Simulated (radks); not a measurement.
Species: Tm10+. Configuration: [Kr] 4d10 4f11 5s2 (the NIST ground configuration). All-electron calculation, scalar-relativistic Kohn-Sham, BLYP, spin-polarised, spherical densities, finite nucleus; open shells are filled with parallel spins first (spin-orbit coupling, left out, can overturn this in heavy ions); Fermi nuclear charge, rms radius 5.2256 fm. Program: a radial shooting solver on a logarithmic mesh with Libxc functionals.

Unscreened Slater integrals over Kohn-Sham orbitals (hartree). They are taken over the spin-up orbitals.

| integral | value |
|---|---|
| F0(4f,4f) | 1.3857 |
| F2(4f,4f) | 0.67602 |
| F4(4f,4f) | 0.42762 |
| F6(4f,4f) | 0.30862 |
| F0(4f,5s) | 0.95778 |
| G3(4f,5s) | 0.16041 |
| F0(4f,4d) | 1.4756 |
| F2(4f,4d) | 0.72142 |
| F4(4f,4d) | 0.46360 |
| G1(4f,4d) | 0.84451 |
| G3(4f,4d) | 0.53609 |
| G5(4f,4d) | 0.38060 |
| F0(5s,5s) | 0.81608 |
| F0(5s,4d) | 0.98775 |
| G2(5s,4d) | 0.11112 |
| F0(4d,4d) | 1.5926 |
| F2(4d,4d) | 0.81035 |
| F4(4d,4d) | 0.54279 |

Derived for the open shells (J is the average intra-shell exchange parameter used in DFT+U). 4f: F4/F2 = 0.633, F6/F2 = 0.457, J = (286 F2 + 195 F4 + 250 F6)/6435 = 0.05499 hartree.
